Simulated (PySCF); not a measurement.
Several orderings of computed values.

Species are written as SMILES; each is one conformer at its optimised geometry, gas phase, non-relativistic unless stated; the electronic structure was computed with PySCF and density fitting.

Dipoles, sizes and rotational constants follow the conformer. The torsions of the flexible species, by atom-mapped SMILES:
- `[CH2:1]=[N:2][SiH2:3][N:4]([SiH3:5])[SiH2:6][SiH2:7][SiH3:8]`: C1–N2–Si3–N4 131°, N2–Si3–N4–Si5 -109°, Si3–N4–Si6–Si7 -73°, N4–Si6–Si7–Si8 -29°
- `[N:1]#[C:2]/[CH:3]=[C:4](\[CH2:5][C:6]#[N:7])[CH2:8][SiH2:9][F:10]`: C3–C4–C5–C6 -119°, C3–C4–C8–Si9 -93°, C4–C8–Si9–F10 -59°
- `[CH3:1][SiH2:2]/[C:3]([C:4]#[N:5])=[C:6](\[C:7]#[N:8])[CH2:9][F:10]`: C1–Si2–C3–C4 110°, C3–C6–C9–F10 -134°
- `[CH3:1][N:2]([CH3:3])[Si@@H:4]([OH:5])[c:6]1[cH:7][cH:8][o:9][cH:10]1`: C1–N2–Si4–O5 -40°, N2–Si4–C6–C7 -122°, H–O5–Si4–N2 -54°
- `[O:1]=[S:2](=[O:3])([OH:4])[c:5]1[cH:6][s:7][c:8]([O-:9])[cH:10]1`: O1–S2–C5–C6 -144°, H–O4–S2–O1 -45°
- `[CH2:1]=[CH:2][SiH2:3][Si@H:4]([SiH3:5])[SiH2:6][SiH3:7]`: C1–C2–Si3–Si4 -95°, C2–Si3–Si4–Si5 176°, Si3–Si4–Si6–Si7 60°
- `[CH3:1]/[CH:2]=[C:3](/[C:4]#[N:5])[O:6][SiH2:7][CH2:8][O:9][CH3:10]`: C2–C3–O6–Si7 -179°, C3–O6–Si7–C8 180°, O6–Si7–C8–O9 -178°, Si7–C8–O9–C10 180°
- `[CH3:1][CH:2]([CH3:3])[O:4][C@@:5]([SiH3:6])([C:7]#[N:8])[CH:9]=[O:10]`: C1–C2–O4–C5 -139°, C2–O4–C5–Si6 -168°, O4–C5–C9–O10 -175°

The conformers of `NC(=O)/C=C/C(=O)CC[SiH3]` aren't listed.

(1) Rank by HOMO energy, highest first (PBE0/pcSseg-1 at GFN2-xTB geometries).
A. `N#C/C=C(\CC#N)C[SiH2]F`
B. `C=N[SiH2]N([SiH2][SiH2][SiH3])[SiH3]`
C. `C[SiH2]/C(C#N)=C(\C#N)CF`
D. `CN(C)[Si@@H](O)c1ccoc1`
E. `NC(=O)/C=C/C(=O)CC[SiH3]`

(2) Give the two extremes of that set in hartree.

(3) Rank by smallest rotational constant, highest first (GFN2-xTB).
A. `c1c(cco1)[Si@@H](N(C)C)O`
B. `C(#N)/C(=C/C)O[SiH2]COC`
C. `O=S(=O)(O)c1csc([O-])c1`
D. `C=C[SiH2][Si@H]([SiH3])[SiH2][SiH3]`
E. `CC(C)O[C@@]([SiH3])(C#N)C=O`

(4) Rank by HOMO–LUMO gap, lowest first (PBE0/pcSseg-1 at GFN2-xTB geometries).
A. `CN(C)[Si@@H](O)c1ccoc1`
B. `NC(=O)/C=C/C(=O)CC[SiH3]`
C. `C[SiH2]/C(C#N)=C(\C#N)CF`
D. `C=C[SiH2][Si@H]([SiH3])[SiH2][SiH3]`
E. `CC(C)O[C@@]([SiH3])(C#N)C=O`
F. `N#C/C=C(\CC#N)C[SiH2]F`
G. `C=N[SiH2]N([SiH3])[SiH2][SiH2][SiH3]`

(5) Rank by dipole moment, highest first (PBE0/pcSseg-1 at GFN2-xTB geometries).
A. `N#C/C=C(\CC#N)C[SiH2]F`
B. `C=C[SiH2][Si@H]([SiH3])[SiH2][SiH3]`
C. `C(=O)[C@](OC(C)C)([SiH3])C#N`
D. `O([SiH2]COC)/C(=C\C)C#N`
E. `CN(C)[Si@@H](O)C1=COC=C1`

Answers

(1) D (-6.32 eV), B (-7.19 eV), E (-7.75 eV), A (-8.12 eV), C (-8.64 eV).

(2) `C[SiH2]/C(C#N)=C(\C#N)CF`: -0.318 Eh; `CN(C)[Si@@H](O)c1ccoc1`: -0.232 Eh.

(3) E (0.780 GHz), A (0.625 GHz), C (0.553 GHz), D (0.473 GHz), B (0.409 GHz).

(4) B (5.12 eV), C (5.45 eV), G (6.03 eV), F (6.15 eV), E (6.28 eV), A (6.51 eV), D (6.85 eV).

(5) A (5.56 D), D (4.80 D), C (4.37 D), E (1.59 D), B (0.80 D).
